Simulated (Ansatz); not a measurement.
Steps of a relaxation of `O[SiH](S)[SnH3]` with RKS PBE0-D4/def2-TZVP.

```sh
$ ansatz run in.yaml --threads 4 --pin off --events-out ev --progress --plain --max-ram 10444MiB
```

```yaml
crystal:
  periodic: [false, false, false]
  atoms:
    - {symbol: O, position_ang: [-0.417321, 1.135908, -1.791169]}
    - {symbol: Si, position_ang: [-0.025141, 1.057028, -0.153113]}
    - {symbol: S, position_ang: [2.057167, 1.554472, 0.090189]}
    - {symbol: Sn, position_ang: [-0.468512, -1.315045, 0.793735]}
    - {symbol: H, position_ang: [-1.206215, 0.625252, -2.048948]}
    - {symbol: H, position_ang: [-0.712234, 2.125320, 0.656586]}
    - {symbol: H, position_ang: [2.508093, 0.444184, -0.561913]}
    - {symbol: H, position_ang: [-2.027882, -1.937608, 0.353217]}
    - {symbol: H, position_ang: [-0.343613, -1.339825, 2.517344]}
    - {symbol: H, position_ang: [0.718858, -2.400685, 0.147073]}
basis:
  gaussian: {orbitals: def2-TZVP}
hamiltonian: {xc: pbe0, dispersion: d4}
relax: {f_tol: 0.005, max_steps: 150}
```

Positions (Å) and forces (eV/Å) along the path, 13 of 14 steps:

```xyz
10
step=1 energy=-26683.4790 eV
O    -0.417    1.136   -1.791   -0.382   -0.397    0.786
Si   -0.025    1.057   -0.153    0.076    0.167   -0.592
S     2.057    1.554    0.090   -0.267   -0.500   -0.321
Sn   -0.469   -1.315    0.794    0.005   -0.178    0.029
H    -1.206    0.625   -2.049    0.584    0.388    0.186
H    -0.712    2.125    0.657    0.120   -0.231   -0.226
H     2.508    0.444   -0.562   -0.165    0.403    0.250
H    -2.028   -1.938    0.353    0.270    0.130    0.074
H    -0.344   -1.340    2.517   -0.030    0.020   -0.305
H     0.719   -2.401    0.147   -0.212    0.199    0.121
10
step=2 energy=-26683.5173 eV
O    -0.424    1.126   -1.764   -0.076   -0.169    0.510
Si   -0.024    1.028   -0.144    0.004    0.309   -0.558
S     2.035    1.531    0.084   -0.008   -0.160   -0.105
Sn   -0.453   -1.305    0.778   -0.011    0.024    0.016
H    -1.206    0.625   -2.021    0.155    0.121    0.001
H    -0.717    2.085    0.648    0.034   -0.058   -0.030
H     2.488    0.423   -0.544   -0.061    0.157    0.101
H    -1.985   -1.893    0.344   -0.182   -0.081   -0.061
H    -0.343   -1.306    2.466    0.010   -0.006    0.198
H     0.713   -2.366    0.157    0.134   -0.138   -0.073
10
step=4 energy=-26683.5269 eV rejected
O    -0.458    1.101   -1.745    0.132    0.114    0.125
Si   -0.014    1.045   -0.153    0.002   -0.264   -0.268
S     2.042    1.558    0.034    0.009    0.210    0.074
Sn   -0.443   -1.311    0.781   -0.015    0.064    0.022
H    -1.251    0.638   -2.017   -0.044   -0.033    0.039
H    -0.703    2.089    0.644    0.017    0.067    0.033
H     2.555    0.443   -0.506   -0.091   -0.101   -0.044
H    -1.985   -1.875    0.307   -0.052   -0.030   -0.011
H    -0.371   -1.327    2.482    0.002   -0.015    0.045
H     0.711   -2.412    0.175    0.040   -0.012   -0.014
10
step=5 energy=-26683.5339 eV
O    -0.439    1.128   -1.755   -0.001   -0.020    0.035
Si   -0.015    1.037   -0.162    0.030   -0.006   -0.025
S     2.035    1.559    0.043    0.003    0.036    0.021
Sn   -0.445   -1.315    0.787   -0.014    0.011   -0.011
H    -1.227    0.654   -2.027   -0.012    0.001   -0.014
H    -0.698    2.084    0.640   -0.028    0.014    0.022
H     2.502    0.432   -0.518    0.021   -0.038   -0.022
H    -1.990   -1.894    0.324    0.001   -0.012    0.000
H    -0.362   -1.329    2.491    0.001    0.008   -0.008
H     0.721   -2.407    0.179   -0.002    0.006    0.003
10
step=6 energy=-26683.5342 eV
O    -0.436    1.126   -1.756    0.032    0.001    0.043
Si   -0.014    1.035   -0.163    0.014   -0.001   -0.025
S     2.037    1.553    0.044    0.003    0.028    0.013
Sn   -0.445   -1.316    0.787   -0.009    0.010   -0.009
H    -1.236    0.674   -2.026   -0.040   -0.018   -0.020
H    -0.699    2.081    0.640   -0.017    0.007    0.017
H     2.500    0.428   -0.523    0.017   -0.028   -0.015
H    -1.985   -1.905    0.321    0.001   -0.009   -0.001
H    -0.368   -1.322    2.491   -0.001    0.005   -0.004
H     0.729   -2.405    0.188   -0.002    0.004    0.002
10
step=7 energy=-26683.5347 eV
O    -0.441    1.125   -1.751    0.003   -0.002   -0.002
Si   -0.011    1.035   -0.162   -0.004    0.004   -0.003
S     2.043    1.549    0.035    0.000   -0.003   -0.001
Sn   -0.447   -1.315    0.787    0.006    0.000   -0.002
H    -1.248    0.681   -2.019   -0.001    0.000    0.003
H    -0.693    2.081    0.646   -0.001    0.002    0.005
H     2.504    0.422   -0.532   -0.001    0.001   -0.001
H    -1.977   -1.917    0.305    0.000   -0.001   -0.002
H    -0.388   -1.315    2.491   -0.002    0.001   -0.001
H     0.741   -2.396    0.203   -0.001   -0.001    0.003
10
step=8 energy=-26683.5347 eV
O    -0.442    1.125   -1.751   -0.024   -0.010   -0.018
Si   -0.009    1.033   -0.162   -0.010    0.015    0.007
S     2.046    1.542    0.031    0.004   -0.027   -0.019
Sn   -0.444   -1.316    0.786    0.003   -0.017    0.006
H    -1.263    0.705   -2.014    0.029    0.013    0.016
H    -0.690    2.080    0.649    0.010   -0.013   -0.006
H     2.500    0.414   -0.545   -0.009    0.026    0.015
H    -1.964   -1.931    0.290    0.000    0.004   -0.002
H    -0.407   -1.308    2.492   -0.003    0.002    0.001
H     0.756   -2.397    0.227   -0.002    0.008    0.000
10
step=9 energy=-26683.5348 eV
O    -0.444    1.125   -1.749   -0.017   -0.004   -0.019
Si   -0.009    1.032   -0.161   -0.010    0.011    0.013
S     2.047    1.540    0.027    0.004   -0.024   -0.017
Sn   -0.444   -1.317    0.787    0.004    0.004   -0.002
H    -1.267    0.706   -2.011    0.022    0.009    0.014
H    -0.687    2.077    0.652    0.011   -0.009   -0.008
H     2.501    0.412   -0.548   -0.010    0.024    0.014
H    -1.962   -1.930    0.283    0.005   -0.003    0.001
H    -0.416   -1.304    2.493   -0.001   -0.006   -0.003
H     0.763   -2.392    0.230   -0.008   -0.001    0.007
10
step=10 energy=-26683.5347 eV rejected
O    -0.452    1.128   -1.750   -0.002   -0.005   -0.002
Si   -0.006    1.034   -0.164   -0.027    0.013    0.018
S     2.049    1.542    0.015    0.015   -0.014   -0.003
Sn   -0.441   -1.315    0.786    0.002    0.008   -0.001
H    -1.277    0.709   -2.001   -0.001    0.000   -0.006
H    -0.677    2.082    0.651   -0.010   -0.001    0.001
H     2.493    0.399   -0.536    0.021    0.002   -0.005
H    -1.952   -1.934    0.270    0.000    0.000   -0.001
H    -0.425   -1.307    2.492   -0.001    0.000    0.001
H     0.772   -2.388    0.239    0.003   -0.003    0.000
10
step=11 energy=-26683.5349 eV
O    -0.449    1.127   -1.749   -0.002    0.001   -0.006
Si   -0.008    1.034   -0.162   -0.008   -0.003    0.008
S     2.048    1.540    0.020    0.009   -0.002   -0.002
Sn   -0.443   -1.315    0.787    0.000    0.000   -0.001
H    -1.270    0.705   -2.006    0.000    0.000    0.001
H    -0.683    2.080    0.653    0.005   -0.001   -0.002
H     2.501    0.408   -0.545   -0.004    0.006    0.002
H    -1.957   -1.932    0.275    0.000    0.000   -0.001
H    -0.422   -1.307    2.493   -0.001    0.000    0.000
H     0.766   -2.391    0.236    0.001    0.000    0.001
10
step=12 energy=-26683.5349 eV
O    -0.453    1.128   -1.747   -0.007   -0.002   -0.007
Si   -0.006    1.034   -0.162   -0.007    0.001    0.010
S     2.051    1.538    0.013    0.008   -0.003    0.000
Sn   -0.442   -1.315    0.787    0.000   -0.001    0.002
H    -1.279    0.712   -2.000    0.004    0.001    0.000
H    -0.677    2.081    0.656    0.001   -0.001   -0.002
H     2.499    0.403   -0.549    0.001    0.003   -0.001
H    -1.949   -1.938    0.263    0.002    0.001    0.000
H    -0.436   -1.306    2.493   -0.001    0.001   -0.002
H     0.776   -2.388    0.249    0.000    0.000    0.000
10
step=13 energy=-26683.5350 eV
O    -0.456    1.129   -1.745   -0.006    0.000   -0.005
Si   -0.006    1.034   -0.161   -0.002   -0.002    0.008
S     2.053    1.536    0.008    0.005    0.002    0.002
Sn   -0.441   -1.316    0.788   -0.003    0.000    0.001
H    -1.284    0.715   -1.995    0.003    0.000   -0.001
H    -0.673    2.082    0.658   -0.001    0.000   -0.001
H     2.498    0.400   -0.555    0.001   -0.002   -0.002
H    -1.943   -1.941    0.254    0.002    0.001    0.001
H    -0.448   -1.304    2.494    0.000    0.000   -0.004
H     0.782   -2.386    0.258    0.000    0.001    0.002
10
step=14 energy=-26683.5350 eV
O    -0.458    1.129   -1.744   -0.002    0.002   -0.003
Si   -0.005    1.034   -0.160    0.002   -0.003    0.004
S     2.054    1.535    0.005   -0.001    0.004    0.003
Sn   -0.441   -1.316    0.788    0.000   -0.001    0.002
H    -1.287    0.717   -1.992    0.000   -0.001   -0.001
H    -0.670    2.082    0.660    0.000    0.002    0.000
H     2.499    0.400   -0.561    0.000   -0.004   -0.003
H    -1.940   -1.943    0.246    0.003    0.000    0.001
H    -0.456   -1.304    2.494   -0.001    0.001   -0.003
H     0.787   -2.384    0.266   -0.002    0.000   -0.001
```

It took 23 s on 4 threads of an AMD EPYC 9R45 on a shared host, with 0.6 GiB of host memory at the peak.
